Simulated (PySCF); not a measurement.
Electronic absorption of 2,3-dihydro-1-methyl-1H-phosphole 1-oxide

Compound: 2,3-dihydro-1-methyl-1H-phosphole 1-oxide, C5H9OP.
Z-matrix (Å and degrees, GFN2-xTB geometry), rows numbered from 1:
```
C 
P   1  1.8348
O   2  1.4676  1  113.29
C   2  1.8143  1  106.35  3  -131.69
C   4  1.3244  2  111.15  1   -98.40
C   5  1.5007  4  117.78  2     1.35
C   6  1.5291  5  108.38  4   -15.53
H   1  1.0887  2  107.87  3   -56.92
H   1  1.0855  2  111.88  3  -178.54
H   1  1.0885  2  107.90  3    60.32
H   4  1.0768  2  123.35  1    82.91
H   5  1.0806  4  124.01  2   179.91
H   6  1.0925  5  110.49  4  -138.04
H   6  1.0944  5  108.52  4   104.86
H   7  1.0895  2  112.63  1   -34.21
H   7  1.0924  2  105.92  1  -152.15
```

Level of theory: PySCF 2.14.0, density-fitted response routines, TDDFT CAM-B3LYP/def2-SVPD, vertical, gas phase, core orbitals frozen in the response.

Predict the UV-vis stick spectrum at this level.

```
state  E (eV)  E (kJ/mol)  λ (nm)       f  |μ| (D)     main configurations (H = HOMO, L = LUMO)
   S1    6.12         591   202.6   0.013     0.75                       H→L (61%), H-1→L (27%)
   S2    6.43         620   192.9  0.0056     0.48                       H-1→L (61%), H→L (31%)
   S3    7.09         684   174.9   0.220     2.86                                  H-2→L (89%)
   S4    7.32         707   169.3   0.023     0.91                   H→L+1 (75%), H-2→L+1 (10%)
   S5    7.45         719   166.4   0.034     1.09    H-1→L+1 (38%), H-1→L+2 (21%), H→L+2 (18%)
   S6    7.55         728   164.3   0.026     0.96    H→L+2 (45%), H-1→L+2 (16%), H-2→L+1 (10%)
   S7    7.82         755   158.5   0.010     0.59                   H-2→L+1 (38%), H→L+1 (14%)
   S8    7.90         762   157.0   0.024     0.89  H-1→L+1 (36%), H-1→L+2 (23%), H-2→L+1 (18%)
```

Triplets (Tamm–Dancoff): T1 4.36 eV, H-2→L (62%), H→L (21%); T2 5.88 eV, H-1→L (40%), H→L (26%), H-2→L (20%); T3 6.29 eV, H-1→L (44%), H→L (42%).

The lowest singlet lies at 6.12 eV (203 nm, ultraviolet) and is weak; its leading configuration is HOMO→LUMO (61%). The strongest level in the table is S3 at 7.09 eV (175 nm, f = 0.220). Löwdin shares by element: HOMO oxygen 48%, carbon 21% or more, phosphorus 13% (atoms not listed hold the other 18%); LUMO carbon 66% or more, phosphorus 6% (atoms not listed hold the other 28%). The listed states span 1.78 eV, and the widest gap between neighbours is 0.66 eV (S2 to S3). Orbital energies (eV): HOMO-3 -11.41, HOMO-2 -9.50, HOMO-1 -8.97, HOMO -8.86, LUMO 0.57, LUMO+1 1.11, LUMO+2 1.63. Weighted by f, the mean energy of these states is 7.20 eV. No computed singlet lies in the visible range (380 to 750 nm); the lowest, at 203 nm, stands 2.86 eV above its violet end (3.26 eV). Only the lowest 8 singlets were computed, as vertical energies without vibronic structure.

One conformer stands for the species.
